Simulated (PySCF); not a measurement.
From computed data to an observable: dipole moment from atomic charges

C3H3ClF2, SMILES C1[C@@]([C@@H]1F)(F)Cl. Atoms are numbered in the order given.

```xyz
9

F      2.0320    -0.2564     0.8621
C      1.2059     0.0682    -0.1499
C      0.4592     1.3744    -0.0543
C     -0.2554     0.0793     0.1328
F     -0.6448    -0.2388     1.3729
Cl    -1.3769    -0.4876    -1.0865
H      1.5541    -0.2859    -1.1258
H      0.2893     1.9613    -0.9595
H      0.6207     1.9390     0.8688
```

Geometry optimised at PBE0-D3(BJ)/def2-SVP. The structure was generated by enumeration; whether it is a known compound was not checked.

Charges (e) from ωB97X/def2-TZVP run with PySCF:

| atom | Mulliken | ESP fit |
|---|---|---|
| F1 | -0.199 | -0.162 |
| C2 | 0.063 | 0.079 |
| C3 | -0.288 | -0.367 |
| C4 | 0.250 | 0.156 |
| F5 | -0.173 | -0.121 |
| Cl6 | -0.079 | -0.093 |
| H7 | 0.123 | 0.129 |
| H8 | 0.145 | 0.166 |
| H9 | 0.158 | 0.213 |

The dipole moment of the full density is 2.22 D.

**Question.** What dipole moment does each set of point charges give, and which comes closer to that of the density?

**Answer.** 
μ = Σ q r, and 1 e Å = 4.8032 D.
Mulliken: Σ q r = (0.027, 0.315, -0.424) e Å, |μ| = 2.54 D.
ESP fit: Σ q r = (0.144, 0.331, -0.295) e Å, |μ| = 2.24 D.
ESP fit comes closer in size. Point charges leave out the atoms' own dipoles (lone pairs, polarised bonds); fits to the potential absorb them, partitions of the density don't.
